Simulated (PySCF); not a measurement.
# Steps of a relaxation of [Dy(H2O)4]2+

[Dy(H2O)4]2+ (singlet in the valence; each metal's 4f electrons, 10 of them, lie in its core potential, out of spins and levels). PySCF 2.14.0, RKS PBE0, Dy lcecp-0-SVP with ECP56, O def2-SVP, H def2-SVP; non-relativistic Hamiltonian with scalar-relativistic core potentials where named; density fitting; no spin-orbit coupling. Origin of the start: displaced along the imaginary mode. Columns: position (Å) and force (eV/Å). Energies are counted from the last step; some of the 22 steps are shown. Forces carry noise of the integration grid, about 0.01 to 0.03 eV/Å.

Run from Python with OMP_NUM_THREADS=2. Where DIIS fails, smearing, a level shift and second-order steps follow.
It took 2.3 min on 2 threads of Arm Neoverse V2, with other jobs on the host, from the converged density of the start.

```xyz
13
step 0  E = 0.246 eV
Dy    0.0000    0.0000    0.0000     0.00    0.00    0.00
O     1.4143    1.4290    1.4358     0.81    0.72    0.75
H     1.5724    1.3211    2.4203    -0.06    0.39   -1.47
H     1.9820    2.2001    1.1374    -0.75   -1.12    0.71
O    -1.4143   -1.4358    1.4290    -0.81   -0.75    0.72
H    -1.9820   -1.1374    2.2001     0.75   -0.71   -1.12
H    -1.5724   -2.4203    1.3211     0.06    1.47    0.39
O     1.4143   -1.4290   -1.4358     0.81   -0.72   -0.75
H     1.9820   -2.2001   -1.1374    -0.75    1.12   -0.71
H     1.5724   -1.3211   -2.4203    -0.06   -0.39    1.47
O    -1.4143    1.4358   -1.4290    -0.81    0.75   -0.72
H    -1.5724    2.4203   -1.3211     0.06   -1.47   -0.39
H    -1.9820    1.1374   -2.2001     0.75    0.71    1.12
```

```xyz
13
step 7  E = 0.008 eV
Dy    0.0000    0.0000    0.0000     0.00    0.00    0.00
O     1.4293    1.4056    1.4386     0.07    0.05   -0.05
H     1.4451    1.4407    2.4090     0.02    0.03    0.00
H     2.1277    2.0267    1.1660    -0.07   -0.07    0.06
O    -1.4293   -1.4386    1.4056    -0.07    0.05    0.05
H    -2.1277   -1.1660    2.0267     0.07   -0.06   -0.07
H    -1.4451   -2.4090    1.4407    -0.02    0.00    0.03
O     1.4293   -1.4056   -1.4386     0.07   -0.05    0.05
H     2.1277   -2.0267   -1.1660    -0.07    0.07   -0.06
H     1.4451   -1.4407   -2.4090     0.02   -0.03    0.00
O    -1.4293    1.4386   -1.4056    -0.07   -0.05   -0.05
H    -1.4451    2.4090   -1.4407    -0.02    0.00   -0.03
H    -2.1277    1.1660   -2.0267     0.07    0.06    0.07
```

```xyz
13
step 14  E = 0.000 eV
Dy    0.0000    0.0000    0.0000     0.00    0.00    0.00
O     1.4776    1.3682    1.4319     0.03    0.02    0.00
H     1.3903    1.5393    2.3845     0.01    0.00   -0.02
H     2.2814    1.8535    1.1790    -0.04   -0.03    0.02
O    -1.4776   -1.4319    1.3682    -0.03    0.00    0.02
H    -2.2813   -1.1790    1.8535     0.04   -0.02   -0.02
H    -1.3903   -2.3845    1.5393    -0.01    0.02    0.00
O     1.4776   -1.3682   -1.4319     0.03   -0.02    0.00
H     2.2814   -1.8535   -1.1790    -0.04    0.03   -0.02
H     1.3903   -1.5393   -2.3845     0.01    0.00    0.02
O    -1.4776    1.4319   -1.3682    -0.03    0.00   -0.02
H    -1.3903    2.3845   -1.5393    -0.01   -0.02    0.00
H    -2.2813    1.1790   -1.8535     0.04    0.02    0.02
```

Question: Where does the relaxation end?

Answer: It converges at step 21 in S4:
```xyz
13
step 21  E = 0
Dy    0.0000    0.0000    0.0000
O     1.4802    1.3651    1.4293
H     1.3959    1.5382    2.3814
H     2.2848    1.8462    1.1750
O    -1.4802   -1.4293    1.3650
H    -2.2847   -1.1750    1.8462
H    -1.3959   -2.3814    1.5382
O     1.4802   -1.3651   -1.4293
H     2.2848   -1.8462   -1.1750
H     1.3959   -1.5382   -2.3814
O    -1.4802    1.4293   -1.3650
H    -1.3959    2.3814   -1.5382
H    -2.2847    1.1750   -1.8462
```

Question: How did the contacts change?

Answer: 
| contact | start (Å) | end (Å) |
| --- | --- | --- |
| Dy1–O2 (H2O) | 2.471 | 2.469 |
| Dy1–O5 (H2O) | 2.471 | 2.469 |
| Dy1–O8 (H2O) | 2.471 | 2.469 |
| Dy1–O11 (H2O) | 2.471 | 2.469 |


No frequency check is given that shows the relaxed geometry to be a minimum, and it was reached by following one of several unstable modes of a saddle point. An lcecp potential fixes the number of 4f electrons, so in runs with it no electron can move into or out of that shell; real Dy(II) is rare or takes another configuration.
